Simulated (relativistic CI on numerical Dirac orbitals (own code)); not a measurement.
Line list: Electric-dipole lines, As7+

Computed by Dirac-Coulomb-Breit CI, separate exchange-only KLI orbitals for each configuration, model QED, unscaled Slater integrals (own radial code, finite nucleus).

Configurations in the expansion (outside the closed core [Ne]): 3s²3p⁶3d⁸, 3s²3p⁵3d⁹, 3s²3p⁶3d⁷4s, 3s²3p⁶3d⁷4p, 3s²3p⁴3d¹⁰, 3s3p⁶3d⁹, 3s²3p⁶3d⁶4s², 3s²3p⁶3d⁷4d, 3s²3p⁶3d⁶4s4p, 3s²3p⁶3d⁷5s, 3s²3p⁶3d⁶4p², 3s²3p⁶3d⁷4f, 3s²3p⁶3d⁷5p, 3s²3p⁶3d⁶4s4d, 3p⁶3d¹⁰, 3s²3p⁶3d⁷5d. Levels of other configurations are missing.

```tsv
λ vac (nm)	Lower	Upper	A (s⁻¹)	gf	Branching (%)
12.575	3s²3p⁶3d⁸ ³F4 [1]	3s²3p⁵3d⁹ ³F°4 [158]	5.20e+10	1.11e+00	93.3
14.795	3s²3p⁶3d⁸ ³F4 [1]	3s²3p⁶3d⁷4p ³G°5 [89]	2.86e+10	1.03e+00	90.8
14.803	3s²3p⁶3d⁸ ³F3 [2]	3s²3p⁶3d⁷4p ³G°4 [103]	2.72e+10	8.05e-01	89.9
15.361	3s²3p⁶3d⁸ ¹G4 [8]	3s²3p⁶3d⁷4p ¹G°4 [127]	6.28e+10	2.00e+00	94.0
51.147	3s²3p⁶3d⁷4p ⁵G°5 [55]	3s²3p⁶3d⁷4d ⁵H6 [170]	1.42e+10	7.24e+00	91.0
51.519	3s²3p⁶3d⁷4p ⁵G°6 [53]	3s²3p⁶3d⁷4d ⁵H7 [167]	1.52e+10	9.07e+00	100.0
51.871	3s²3p⁶3d⁷4p ³G°5 [63]	3s²3p⁶3d⁷4d ³H6 [180]	1.47e+10	7.69e+00	97.7
71.778	3s²3p⁶3d⁷4s ³H6 [28]	3s²3p⁶3d⁷4p ³H°6 [118]	3.23e+09	3.24e+00	86.2
73.622	3s²3p⁶3d⁷4s ⁵P3 [18]	3s²3p⁶3d⁷4p ⁵D°4 [82]	3.22e+09	2.36e+00	86.5
74.072	3s²3p⁶3d⁷4s ⁵F5 [10]	3s²3p⁶3d⁷4p ⁵G°6 [53]	3.53e+09	3.78e+00	100.0
75.612	3s²3p⁶3d⁷4s ⁵F4 [11]	3s²3p⁶3d⁷4p ⁵G°5 [55]	2.78e+09	2.62e+00	69.4
75.993	3s²3p⁶3d⁷4s ⁵F3 [12]	3s²3p⁶3d⁷4p ⁵G°4 [57]	2.74e+09	2.14e+00	54.6
76.263	3s²3p⁶3d⁷4s ³G5 [21]	3s²3p⁶3d⁷4p ³H°6 [81]	3.18e+09	3.61e+00	97.5
77.153	3s²3p⁶3d⁷4s ³H6 [28]	3s²3p⁶3d⁷4p ³I°7 [104]	3.21e+09	4.29e+00	100.0
77.165	3s²3p⁶3d⁷4s ³F4 [15]	3s²3p⁶3d⁷4p ³F°4 [64]	2.68e+09	2.15e+00	11.0
77.462	3s²3p⁶3d⁷4s ³F3 [16]	3s²3p⁶3d⁷4p ³G°4 [66]	2.76e+09	2.24e+00	50.3
77.476	3s²3p⁶3d⁷4s ⁵F4 [11]	3s²3p⁶3d⁷4p ⁵D°4 [50]	2.27e+09	1.84e+00	70.0
77.623	3s²3p⁶3d⁷4s ³F4 [15]	3s²3p⁶3d⁷4p ³G°5 [63]	2.52e+09	2.51e+00	49.5
78.743	3s²3p⁶3d⁷4s ⁵F5 [10]	3s²3p⁶3d⁷4p ⁵F°5 [45]	2.77e+09	2.83e+00	92.4
79.256	3s²3p⁶3d⁷4s ⁵F5 [10]	3s²3p⁶3d⁷4p ⁵D°4 [44]	2.24e+09	1.89e+00	67.9
```

Terms are leading LS components. Brackets give the number of a level in order of energy, since labels repeat. The list gives strong lines, with weight on those to low levels, without lines whose two gauges differ by over a factor of 2.5, among the lowest 200 of 2259 levels, so that lines to higher ones, which can be the strongest, are missing. Levels whose partners in the same complex of configurations lie outside the list can be far off, and so can their lines. Rates are taken at the computed energies, electric ones in the length gauge.

At this charge configurations can still be misplaced by up to about 7 % of their energy. Terms inside the open d or f shell come out 10 to 20 % too wide with unscaled integrals.

LS names give the leading component of a level, which can be under half, so a name can repeat, a term be missing and a line seem to break the LS rules.
